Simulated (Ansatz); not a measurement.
Consider the ligand exchange at a Ge–O bond: `C=C(N)[O][GeH3]` + `O[AsH2]` → `O[AsH][GeH3]` + `C=C(N)O`.

Gas-phase electronic energies from Ansatz, PBE0-D4/def2-TZVP geometries. CCSD(T)/CBS adds triple-zeta CCSD(T) − MP2 to the extrapolated MP2 energy (def2 sets, frozen cores). DFT in def2-TZVPP. For As, Ge outer-core shells are correlated without core-valence functions, which leaves a few kJ/mol of doubt a bond. Scalar relativity is left out up to krypton. One conformer a species, not always the lowest.

Question: Is it downhill or uphill in electronic energy at CCSD(T)/CBS, and by how much? (Best estimate.)

Answer: Computed: Downhill: ΔE = -10.0 kJ/mol.

Question: What do these levels give: r2SCAN-D4, PBE0-D4, ωB97X-V, ωB97M-V, MP2/def2-TZVPP, SCS-MP2/def2-QZVPP? (Estimate.)

Answer: Ansatz gave: r2SCAN-D4 -17.3, PBE0-D4 -23.0, ωB97X-V -8.6, ωB97M-V -11.9, MP2/def2-TZVPP -5.7, SCS-MP2/def2-QZVPP -1.9 kJ/mol.

Largest T1 diagnostic among the species: 0.012.

The D4 term adds +3.1 kJ/mol with B3LYP and +1.8 kJ/mol with PBE0; it sums over pairs of atoms, weighted by their polarisabilities, and B3LYP, whose exchange is more repulsive, gets the larger term. In def2-TZVPP, CCSD(T) changes the Hartree–Fock value by −4.6 kJ/mol (the triples alone add +0.2 kJ/mol) and MP2 by −5.5 kJ/mol.

B3LYP here is the variant with VWN-RPA as its local correlation; programs differ in this.
